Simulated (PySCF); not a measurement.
C4H10FNSi, singlet, at a GFN2-xTB geometry, atoms displaced at random by about 0.08 Å a coordinate; B3LYP/STO-3G, gradient (PySCF).

The PySCF input:
```python
from pyscf import gto, scf, dft

mol = gto.M(
    atom='''
C     0.88705015    1.25034752    1.99103472
C     1.06428339    1.06272363    0.64225986
Si    0.27114766   -0.29041198   -0.32890285
N     1.56056494   -1.39444988   -0.70559013
F    -0.09575997    0.49310834   -1.80404204
C    -1.37376169   -0.82592710    0.28522688
C    -2.40100351    0.08858436    0.60656312
H     1.39838283    1.97549241    2.71602948
H     0.34838011    0.54686810    2.54029920
H     1.63957666    2.03082487    0.11692465
H     2.11202243   -1.86046551   -0.10132294
H     1.37598656   -1.76437846   -1.74279642
H    -1.74686772   -1.72043285   -0.43974582
H    -1.25063345   -1.50729464    1.11592794
H    -1.97450970    0.78718279    1.22767996
H    -3.31288096   -0.48384172    0.85293330
H    -2.65944736    0.63078656   -0.34732001
''',
    basis='sto-3g',
    verbose=3,
)

mf = dft.RKS(mol)
mf.xc = 'b3lyp'
mf.grids.level = 5
mf.kernel()
g = mf.nuc_grad_method()
g.grid_response = True
grad = g.kernel()
```

Task: What does PySCF print? Leave out banner, timings and long lists.

Result: 
```
converged SCF energy = -595.027141683539
--------------- RKS gradients ---------------
         x                y                z
0 C    -0.0458067566    -0.0259795217     0.0287353152
1 C    -0.0252527642    -0.0942685495    -0.0364829842
2 Si    -0.0224317681    -0.0452641277     0.0569245773
3 N     0.1125152690    -0.0576216413     0.1383434166
4 F    -0.0091443841     0.0238852124    -0.0264979781
5 C    -0.0457180327     0.1697840765     0.0471809918
6 C     0.0896815692    -0.0297644259     0.0795042153
7 H     0.0138504684     0.0088140135     0.0336751413
8 H     0.0291584132     0.0381490355    -0.0267751167
9 H     0.0294856724     0.0680536262    -0.0224849424
10 H    -0.0686904889     0.0668290943    -0.0657752692
11 H    -0.0283638817    -0.0025276687    -0.0639107040
12 H    -0.0136034028    -0.0559577104    -0.0186071979
13 H    -0.0140145501     0.0008342217    -0.0267253678
14 H    -0.0019539929    -0.0484221738    -0.0588666889
15 H    -0.0014306530    -0.0167657636    -0.0204508081
16 H     0.0017192829     0.0002223023    -0.0177866003
----------------------------------------------
```
